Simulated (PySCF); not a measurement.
Level of theory: PySCF 2.14.0 with PBE-D3(BJ)/def2-TZVP // B3LYP-D3(BJ)/def2-TZVP. Gas-phase values, no solvent. One relaxed conformer stands for a flexible species; it need not be the lowest. Delta-SCF ions had no search for a lower state. 

Reference species (SMILES): `CNS` (C–N–S–H torsion 61°) (neutral, multiplicity 1).

| Quantity | Value |
|---|---|
| HOMO | -5.61 eV |
| vertical ionisation energy (Delta-SCF) | 9.04 eV |

Changed species: `NS` (X = amino; the reference has X = methylamino).

Problem. Predict the effect on the HOMO and vertical ionisation energy (Delta-SCF).

Solution. the HOMO falls by 0.11 eV, to -5.72 eV; the vertical ionisation energy (Delta-SCF) goes up by 0.56 eV, to 9.60 eV.
